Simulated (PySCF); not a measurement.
C3H8O2Si.

```xyz
14

C      2.5312     0.1155    -0.2444
C      1.1029     0.5219     0.0062
O      0.5805     1.4371    -0.6164
C      0.3172    -0.2685     1.0186
Si    -1.2436    -0.9537     0.1641
O     -2.0167     0.3489    -0.5068
H      2.5694    -0.9489    -0.5311
H      2.9709     0.7348    -1.0365
H      3.1195     0.2111     0.6832
H      0.9147    -1.0434     1.5239
H     -0.0712     0.4328     1.7787
H     -0.8138    -1.9723    -0.8454
H     -2.1313    -1.6071     1.1648
H     -1.3670     1.0436    -0.7315
```
Charge 0, spin multiplicity 1.

Geometry optimised at r2SCAN-D4/def2-SVP. The values are those of a single conformer.

Computed with PBE/pcSseg-1 in PySCF. Non-relativistic, no solvent.

Computed absolute GIAO shielding of each atom: isotropic value and principal components (ppm):
```json
[
 {"atom": "C1", "σ(iso)": "144.7", "σ11": "122.1", "σ22": "126.1", "σ33": "185.7", "span": "63.6"},
 {"atom": "C2", "σ(iso)": "-35.0", "σ11": "-103.5", "σ22": "-93.4", "σ33": "92.0", "span": "195.6"},
 {"atom": "O3", "σ(iso)": "-306.8", "σ11": "-846.3", "σ22": "-375.1", "σ33": "301.0", "span": "1147.3"},
 {"atom": "C4", "σ(iso)": "144.5", "σ11": "123.6", "σ22": "140.5", "σ33": "169.3", "span": "45.7"},
 {"atom": "Si5", "σ(iso)": "355.8", "σ11": "316.2", "σ22": "321.8", "σ33": "429.3", "span": "113.1"},
 {"atom": "O6", "σ(iso)": "304.3", "σ11": "255.8", "σ22": "311.2", "σ33": "345.8", "span": "90.0"},
 {"atom": "H7", "σ(iso)": "28.7", "σ11": "26.3", "σ22": "28.7", "σ33": "31.1", "span": "4.8"},
 {"atom": "H8", "σ(iso)": "29.3", "σ11": "26.3", "σ22": "27.4", "σ33": "34.1", "span": "7.8"},
 {"atom": "H9", "σ(iso)": "28.7", "σ11": "25.9", "σ22": "28.3", "σ33": "32.0", "span": "6.0"},
 {"atom": "H10", "σ(iso)": "29.0", "σ11": "25.8", "σ22": "29.6", "σ33": "31.5", "span": "5.8"},
 {"atom": "H11", "σ(iso)": "28.9", "σ11": "26.1", "σ22": "27.3", "σ33": "33.5", "span": "7.4"},
 {"atom": "H12", "σ(iso)": "26.0", "σ11": "22.7", "σ22": "24.7", "σ33": "30.5", "span": "7.8"},
 {"atom": "H13", "σ(iso)": "26.1", "σ11": "22.8", "σ22": "24.5", "σ33": "31.0", "span": "8.3"},
 {"atom": "H14", "σ(iso)": "27.7", "σ11": "16.2", "σ22": "25.2", "σ33": "41.5", "span": "25.3"}
]
```
